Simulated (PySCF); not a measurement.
# Checking a proposed structure

A compound C4H8N2Si2 gives the data below (simulated from a calculation) and was assigned the structure `C#C[Si@]([SiH3])(C#N)NC`.

13C{1H} NMR (computed): δ 124.2 (C), 121.5 (C), 104.3 (C), 31.8 (CH3).

1H NMR (400 MHz, computed): δ 5.04 (s, 2H), 4.70 (s, 2H), 2.81 (s, 3H), -0.06 (br s, 1H).

Non-relativistic Hamiltonian, gas phase, one computed conformer, averaged over atoms made equivalent by symmetry, fast rotation or ring inversion. PBE0/pcSseg-1 with gauge-including orbitals; coordinates at the GFN2-xTB level; PySCF.

Scale: TMS for 1H and 13C (reference shieldings calculated alike).

Q: Compare with the shifts computed for the proposed structure, pairing carbons in order of shift.

A: Structure with atom numbers: `[CH:1]#[C:2][Si@:3]([SiH3:4])([C:5]#[N:6])[NH:7][CH3:8]` (H(Xn): hydrogen on atom n).

```
atom  computed for proposal  given list  difference
  C5                  124.6       124.2        +0.4
  C1                  103.8       121.5       -17.7
  C2                   89.1       104.3       -15.2
  C8                   33.0        31.8        +1.2
```

The rms difference is 11.6 ppm and the largest -17.7 ppm at C1 (terminal alkyne carbon). The carbon types in order of shift don't match either: C, CH, C, CH3 for the proposal against C, C, C, CH3 in the data. The proposal doesn't fit.

Q: Which isomer fits?

A: SMILES CN[SiH2]C#C[SiH2]C#N.

Carbon types of the structure: 3 × C, 1 × CH3, leaving 5 H on heteroatoms. δC 124.2, 104.3: alkyne carbon. δC 121.5: nitrile carbon; typical of a nitrile. δC 31.8: methyl carbon bonded to N; the inductive effect lowers its shielding. δH -0.06: hydrogen on a nitrogen bonded to C, Si; exchangeable, gas-phase position.

This is the structure that produced the data.

OH and NH positions are those of a molecule without intermolecular hydrogen bonds; in solution they move with solvent, concentration and temperature, and exchange usually removes their couplings. Shifts are as computed. Against solution values, carbons near 30 ppm lie about +3 ppm off and those near 130 ppm about +5 ppm. Of 1309 compounds with measured shifts, 239 miss one by over three times the rms of a fit or turn the order of signals round; such compounds aren't used in these exercises. No couplings were computed; multiplicities are counted from neighbouring protons, with m where these are inequivalent, close in shift, in a saturated or five-membered ring or joined by F or P, and br s for small geminal =CH2 splittings.
